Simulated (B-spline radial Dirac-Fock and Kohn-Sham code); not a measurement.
## Dipole and non-dipole photoemission parameters of Al 3p1/2

System: neutral aluminum, [Ne] 3s2 3p1; threshold 4.57 eV (orbital energy of the model). These are calculated numbers from a radial finite-basis atomic code; the model is Dirac-Hartree-Slater photoionisation with a Latter tail; cross sections with all multipoles, angular parameters from the dipole term and its interference with E2.

Input file task.json (cfg lists n, l and occupation; rrms is the nuclear radius in fm):

```json
{"items": [{
  "Z": 13,
  "q": 0,
  "cfg": [[1, 0, 2], [2, 0, 2], [2, 1, 6], [3, 0, 2], [3, 1, 1]],
  "A": 27,
  "rrms": 3.061,
  "do": "xps",
  "hv": [75.4, 75.6, 79.0, 80, 118.0, 126.0, 150, 300, 488.0, 545.0, 600, 631.0, 831.0, 1000, 1040.0, 1130.0, 1150.0, 1486.9, 1580.0, 1660.0, 2984.4, 3190.0, 4000, 5830.0, 7140.0, 8490.0, 9960.0, 10600.0, 10800.0, 11500.0],
  "edges": {"K": 1559.0, "L1": 117.8, "L2": 72.9, "L3": 72.5}
}]}
```

Command: `python xray2_run.py task.json out`

For linearly polarised light dσ/dΩ = σ/(4π) [1 + β P₂(cos θ) + (δ + γ cos²θ) sin θ cos φ], with θ from the polarisation vector and φ the angle between the beam and the projection of the electron momentum on the plane normal to the polarisation.

```
hν (eV)    σ (kb)      β       γ      δ
   75.4      21.0  1.475  -0.004  0.004
   75.6      20.9  1.476  -0.003  0.004
     79      19.6  1.493   0.000  0.004
     80      19.2  1.497   0.001  0.004
    118      9.82  1.578   0.036  0.007
    126      8.66  1.583   0.043  0.007
    150      6.13  1.589   0.062  0.008
    300      1.34  1.522   0.174  0.013
    488     0.378  1.393   0.285  0.020
    545     0.278  1.356   0.312  0.023
    600         ?      ?       ?      ?
    631     0.184  1.302   0.348  0.027
    831    0.0821  1.191   0.416  0.036
   1000    0.0469  1.111   0.464  0.044
   1040    0.0415  1.093   0.474  0.046
   1130    0.0321  1.056   0.494  0.050
   1150    0.0304  1.048   0.499  0.051
 1486.9    0.0134  0.929   0.561  0.067
   1580    0.0110  0.901   0.576  0.072
   1660   0.00935  0.878   0.587  0.075
 2984.4   0.00128  0.620   0.716  0.132
   3190   0.00101  0.593   0.730  0.140
   4000  0.000453  0.508   0.779  0.169
   5830  0.000115  0.386   0.869  0.227
   7140  5.40e-05  0.329   0.924  0.262
   8490  2.81e-05  0.285   0.975  0.296
   9960  1.52e-05  0.247   1.024  0.329
  10600  1.20e-05  0.233   1.044  0.343
  10800  1.12e-05  0.229   1.050  0.347
  11500  8.75e-06  0.215   1.070  0.361
```

Q: Give the values at 600 eV.

A: σ = 0.212 kb, β = 1.321, γ = 0.335, δ = 0.025.
